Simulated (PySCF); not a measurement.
# PrH3(H2O): from a saddle point downhill

PySCF 2.14.0, RKS PBE0, Pr lcecp-1-SVP with ECP48, H def2-SVP, O def2-SVP; non-relativistic Hamiltonian with scalar-relativistic core potentials where named; density fitting; no spin-orbit coupling. Relaxed within the symmetry of its start, the geometry (Cs) is

```xyz
7

Pr    0.1478   -0.1681    0.1681
H     0.8895    1.6826    0.8986
H    -0.9747   -1.4307    1.4307
H     0.8895   -0.8986   -1.6826
O    -1.2183    1.3073   -1.3073
H    -1.0660    2.2510   -1.1532
H    -1.0660    1.1532   -2.2510
```

and its lowest harmonic modes are -147, 67, 174, 244, 308, 389 cm⁻¹ (negative: unstable). It was moved along the lowest mode and relaxed again.

(1) Where does it end, and how much lower?

(2) How do the contacts change?

(3) Is the end a minimum?

An lcecp potential fixes the number of 4f electrons, so in runs with it no electron can move into or out of that shell.

State: singlet in the valence, with the 4f electrons in the core potential.

Results:

(1) In C1, 0.095 eV lower, after 21 steps:
```xyz
7

Pr    0.0377    0.0879    0.2694
H     1.4584    1.2045    1.3349
H    -0.9069   -1.4554    1.3260
H     0.4234   -0.2464   -1.8516
O    -1.3196    1.2959   -1.3632
H    -1.4017    2.1678   -1.7665
H    -0.6895    0.7389   -1.9489
```

(2) 
| contact | saddle (Å) | end (Å) |
| --- | --- | --- |
| Pr1–H2 (H) | 2.123 | 2.098 |
| Pr1–H3 (H) | 2.109 | 2.095 |
| Pr1–H4 (H) | 2.123 | 2.181 |
| Pr1–O5 (H2O) | 2.494 | 2.443 |
| Pr1–H7 (H2O) | 3.012 | 2.423 |
Short contacts between ligands at the end: H4···H7 1.49 Å.

(3) Yes; lowest modes 182, 212, 286, 301, 436, 542 cm⁻¹.
